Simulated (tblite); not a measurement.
A geometry optimisation, step by step.

Species: C5H9BO2.
SMILES with atom numbers: `[OH:1][B:2]([OH:3])[C@@:4]12[CH2:5][CH2:6][C@@H:7]1[CH2:8]2` (hydrogens: H9 on O1; H10 on O3; H11, H12 on C5; H13, H14 on C6; H15 on C7; H16, H17 on C8)

Computed with GFN2-xTB (tblite), gas phase: L-BFGS steps from a force-field or distance-geometry start until the largest atomic force falls under 0.01 eV/Å. 6 of its 106 geometries are shown.

Step 0: E = -670.9448 eV, largest atomic force 3.760 eV/Å
```
atom  x, y, z in Å  |  force x, y, z in eV/Å
O1      1.972    1.657    0.095   -0.686  -1.903   1.920
B2      1.446    0.336    0.427    3.743  -0.029   0.355
O3      2.457   -0.597    1.001   -1.228   2.700  -0.210
C4      0.077   -0.239   -0.008    2.234   1.125   1.327
C5     -1.030   -0.540    0.970   -0.642  -1.854   0.367
C6     -2.047   -0.053   -0.069   -0.608  -0.493   0.038
C7     -0.888    0.439   -0.888    0.090   1.738  -1.753
C8     -0.004   -0.653   -1.435   -1.577  -0.365  -0.430
H9      2.608    1.892    0.809   -0.468  -0.095  -1.162
H10     3.249   -0.095    1.323   -0.942  -0.828  -0.553
H11    -1.145   -1.629    1.196    0.111   0.782   0.438
H12    -0.964    0.099    1.874   -0.052  -0.625  -0.563
H13    -2.750    0.715    0.312    0.260  -0.647  -0.528
H14    -2.510   -0.921   -0.594   -0.342   0.832   0.556
H15    -0.805    1.470   -1.236   -0.084  -0.361  -0.127
H16     0.814   -0.273   -2.049   -0.315  -0.465   0.191
H17    -0.486   -1.598   -1.735    0.506   0.488   0.133
```

Step 21: E = -672.1043 eV, largest atomic force 0.125 eV/Å
```
atom  x, y, z in Å  |  force x, y, z in eV/Å
O1      1.893    1.708    0.307    0.043   0.059  -0.037
B2      1.547    0.410    0.495    0.106   0.029   0.059
O3      2.368   -0.502    1.072   -0.022  -0.063   0.098
C4      0.142   -0.088    0.009    0.021  -0.011   0.044
C5     -0.991   -0.631    0.892   -0.034  -0.018  -0.003
C6     -2.022   -0.038   -0.088   -0.052  -0.049   0.039
C7     -0.883    0.514   -0.928   -0.040  -0.024  -0.035
C8     -0.058   -0.640   -1.385    0.044   0.012   0.035
H9      2.769    1.988    0.583   -0.076  -0.063  -0.007
H10     3.223   -0.216    1.395   -0.015   0.057  -0.041
H11    -1.010   -1.714    1.025    0.013   0.048  -0.019
H12    -1.027   -0.149    1.868    0.055  -0.063  -0.040
H13    -2.671    0.711    0.358    0.039   0.032   0.003
H14    -2.633   -0.774   -0.612   -0.086   0.019   0.017
H15    -0.872    1.475   -1.412   -0.011   0.008  -0.044
H16     0.732   -0.426   -2.088    0.006  -0.024  -0.034
H17    -0.513   -1.615   -1.503    0.010   0.051  -0.035
```

Step 42: E = -672.1339 eV, largest atomic force 0.098 eV/Å
```
atom  x, y, z in Å  |  force x, y, z in eV/Å
O1      1.931    1.672    0.160   -0.008  -0.045  -0.018
B2      1.535    0.419    0.503   -0.022  -0.034  -0.037
O3      2.287   -0.412    1.269   -0.018   0.007   0.026
C4      0.152   -0.113   -0.015    0.024  -0.005  -0.022
C5     -0.972   -0.702    0.857    0.029   0.026  -0.068
C6     -2.012   -0.012   -0.045   -0.007   0.046  -0.054
C7     -0.893    0.489   -0.941    0.064   0.020   0.058
C8     -0.053   -0.645   -1.416    0.001  -0.020   0.020
H9      2.782    1.960    0.492    0.029   0.027  -0.018
H10     3.143   -0.095    1.561   -0.029   0.023   0.015
H11    -1.016   -1.790    0.886    0.047   0.010  -0.024
H12    -0.972   -0.321    1.877    0.040  -0.021  -0.043
H13    -2.523    0.796    0.471   -0.058   0.053   0.007
H14    -2.754   -0.646   -0.528   -0.004  -0.098  -0.004
H15    -0.882    1.442   -1.448   -0.016   0.008   0.077
H16     0.707   -0.397   -2.144    0.023   0.008   0.063
H17    -0.469   -1.633   -1.548   -0.094  -0.004   0.022
```

Step 63: E = -672.1824 eV, largest atomic force 0.107 eV/Å
```
atom  x, y, z in Å  |  force x, y, z in eV/Å
O1      2.096    1.423   -0.193    0.013  -0.064   0.037
B2      1.542    0.372    0.474   -0.004   0.027   0.002
O3      2.061   -0.134    1.624   -0.004  -0.044  -0.031
C4      0.197   -0.214   -0.060   -0.017   0.085   0.061
C5     -0.918   -0.820    0.804    0.008  -0.005   0.022
C6     -1.964   -0.010    0.011   -0.010  -0.018   0.064
C7     -0.857    0.529   -0.877   -0.027   0.017   0.023
C8     -0.110   -0.596   -1.488    0.061  -0.031  -0.011
H9      2.864    1.834    0.209    0.015  -0.063  -0.054
H10     2.887    0.237    1.937   -0.025   0.043   0.004
H11    -1.010   -1.904    0.740    0.013   0.022  -0.004
H12    -0.844   -0.533    1.851   -0.024  -0.010  -0.038
H13    -2.436    0.760    0.616   -0.042   0.010  -0.014
H14    -2.735   -0.586   -0.504    0.011   0.005   0.021
H15    -0.795    1.532   -1.264   -0.054   0.041  -0.003
H16     0.638   -0.349   -2.221    0.066   0.055  -0.063
H17    -0.623   -1.529   -1.669    0.018  -0.071  -0.015
```

Step 84: E = -672.2296 eV, largest atomic force 0.028 eV/Å
```
atom  x, y, z in Å  |  force x, y, z in eV/Å
O1      2.356    1.023   -0.401    0.004  -0.014   0.008
B2      1.538    0.380    0.477    0.009   0.001  -0.026
O3      1.839    0.225    1.793    0.004   0.004   0.024
C4      0.181   -0.177   -0.046   -0.002   0.016  -0.006
C5     -0.902   -0.873    0.787    0.003   0.011   0.002
C6     -1.989   -0.073    0.045    0.001   0.007  -0.014
C7     -0.912    0.570   -0.812    0.005  -0.005  -0.021
C8     -0.109   -0.473   -1.498    0.006  -0.004  -0.003
H9      3.179    1.368   -0.050   -0.009   0.004  -0.005
H10     2.668    0.601    2.093    0.001  -0.019   0.003
H11    -0.943   -1.955    0.663    0.001  -0.004  -0.003
H12    -0.834   -0.639    1.846    0.000   0.012   0.014
H13    -2.504    0.638    0.686   -0.007  -0.009   0.006
H14    -2.728   -0.659   -0.503   -0.009  -0.011  -0.002
H15    -0.913    1.600   -1.133   -0.003  -0.001   0.013
H16     0.635   -0.128   -2.199   -0.014   0.009  -0.005
H17    -0.567   -1.416   -1.758    0.010   0.002   0.015
```

Step 105: E = -672.2310 eV, largest atomic force 0.009 eV/Å
```
atom  x, y, z in Å  |  force x, y, z in eV/Å
O1      2.364    1.027   -0.396   -0.005   0.003  -0.005
B2      1.540    0.386    0.477   -0.004   0.003   0.000
O3      1.847    0.205    1.790   -0.003  -0.004   0.002
C4      0.175   -0.154   -0.044    0.002  -0.006   0.000
C5     -0.902   -0.853    0.795   -0.001   0.003   0.001
C6     -1.998   -0.082    0.035    0.002  -0.002  -0.001
C7     -0.925    0.573   -0.819   -0.002  -0.002  -0.001
C8     -0.108   -0.466   -1.495    0.004  -0.001   0.000
H9      3.189    1.363   -0.046    0.002  -0.004   0.001
H10     2.690    0.547    2.089   -0.001   0.000   0.000
H11    -0.927   -1.937    0.692    0.002   0.009  -0.001
H12    -0.841   -0.597    1.850   -0.002  -0.001   0.001
H13    -2.536    0.624    0.665    0.006  -0.006  -0.004
H14    -2.718   -0.690   -0.514    0.001   0.004   0.001
H15    -0.939    1.600   -1.147   -0.001   0.000   0.005
H16     0.632   -0.117   -2.197    0.002   0.004  -0.004
H17    -0.552   -1.418   -1.747   -0.003  -0.001   0.008
```

**Question.** Summarise the path.

**Answer.** The energy falls by 1.2862 eV from step 0 to step 105; nine tenths of that is first reached at step 21. It rises by more than 0.2 meV at step 70. The largest force goes from 3.760 to 0.009 eV/Å. Among the bonds B2–O3 changes most, from 1.490 to 1.360 Å; the atoms move by 0.627 Å rms after alignment.

**Question.** Follow the three bonds and two angles with the largest change from start to end.

**Answer.** 
```csv
step,E above end (eV),largest force (eV/Å),B2–O3 (Å),O1–B2 (Å),C4–C7 (Å),C5–C4–C8 (°),B2–O1–H9 (°)
0,1.2862,3.760,1.490,1.460,1.471,121.8,106.5
5,0.3224,0.594,1.361,1.362,1.515,113.5,113.7
9,0.2088,0.395,1.356,1.358,1.528,112.4,116.8
14,0.1660,0.220,1.357,1.354,1.515,110.0,118.1
18,0.1399,0.222,1.357,1.357,1.520,108.2,117.6
23,0.1231,0.095,1.357,1.357,1.515,107.1,117.9
27,0.1167,0.119,1.358,1.357,1.517,106.9,117.3
32,0.1103,0.065,1.358,1.357,1.517,106.6,117.1
37,0.1062,0.107,1.358,1.357,1.516,106.7,116.5
41,0.0988,0.097,1.358,1.358,1.519,106.9,116.6
46,0.0877,0.108,1.359,1.359,1.520,107.0,117.8
50,0.0800,0.192,1.363,1.360,1.522,106.8,118.4
55,0.0686,0.102,1.358,1.359,1.524,106.9,118.0
59,0.0597,0.167,1.362,1.362,1.522,106.7,116.9
64,0.0466,0.130,1.362,1.365,1.526,106.5,116.5
68,0.0345,0.195,1.362,1.363,1.528,105.9,116.1
73,0.0158,0.229,1.363,1.366,1.528,106.7,117.0
78,0.0037,0.101,1.359,1.360,1.531,107.4,117.1
82,0.0020,0.068,1.361,1.363,1.531,107.4,116.9
87,0.0010,0.021,1.360,1.361,1.529,107.4,116.8
91,0.0007,0.021,1.359,1.361,1.530,107.4,116.8
96,0.0004,0.019,1.360,1.361,1.529,107.4,116.8
100,0.0001,0.013,1.360,1.361,1.530,107.4,116.9
105,0.0000,0.009,1.360,1.361,1.529,107.4,116.9
```

The cost below is that of the whole relaxation. The run took 0.93 s wall on Arm Neoverse N1, one thread, no GPU (shared host).
